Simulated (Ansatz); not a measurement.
```yaml
crystal:
  periodic: [false, false, false]
  atoms:
    - {symbol: C, position_ang: [2.047023, 0.131669, -1.947425]}
    - {symbol: O, position_ang: [0.768173, -0.290379, -1.257433]}
    - {symbol: W, position_ang: [-0.509621, 0.583174, -0.328100]}
    - {symbol: F, position_ang: [-1.892756, 0.139883, -1.391567]}
    - {symbol: F, position_ang: [-0.196231, 2.266517, -1.226529]}
    - {symbol: Cl, position_ang: [-1.974900, 2.064054, 1.009971]}
    - {symbol: Cl, position_ang: [1.328615, 1.236578, 1.074830]}
    - {symbol: O, position_ang: [-0.896111, -0.834345, 0.934967]}
    - {symbol: C, position_ang: [-1.233825, -1.194473, 2.215212]}
    - {symbol: H, position_ang: [2.740843, 0.230786, -1.368755]}
    - {symbol: H, position_ang: [2.262778, -0.827303, -2.684274]}
    - {symbol: H, position_ang: [1.691949, 0.809323, -2.686800]}
    - {symbol: H, position_ang: [-1.424142, -2.274768, 2.015993]}
    - {symbol: H, position_ang: [-0.384946, -1.170782, 2.802396]}
    - {symbol: H, position_ang: [-2.138649, -0.696604, 2.542920]}
basis:
  gaussian: {orbitals: def2-mTZVPP}
magnetization: {spin_polarized: true, initial_magnetization: 4}
hamiltonian: {xc: {name: RPBE}}
```

```sh
$ ansatz run in.yaml --threads 4 --pin off --events-out ev --progress --plain --max-ram 41984MiB --backend cpu
```

Shortened log:

```
Functional definition: RPBE
2188 factors; their error is unknown
mean field evaluation 1: about -38546.6397 eV, gradient 7.7e1 eV
mean field evaluation 2: about -38213.6024 eV, gradient 2.5e2 eV
mean field evaluation 4: about -38548.1701 eV, gradient 7.4e1 eV
mean field evaluation 8: about -38565.0524 eV, gradient 3.1e1 eV
mean field evaluation 16: about -38571.9219 eV, gradient 1.8e0 eV
mean field evaluation 32: about -38571.9376 eV, gradient 2.0e-4 eV
mean field -38571.93764663 eV, -1417.4925635155 hartree, gradient 2.1e-6 eV, S^2 6.006556; 10 other end points of the search recorded, 0 dependent functions left out
reference -38571.93769989 eV, -1417.4925654725 hartree; 52, 48 occupied and 202, 206 virtual orbitals, 2188 factors
Total energy: -38571.93769989 eV, -1417.4925654725 hartree
```

(1) Something in this input is off. What?

Results:

(1) The spin is set far too high for this molecule. Self-consistency was reached. The result belongs to that input, not to the molecule as meant.
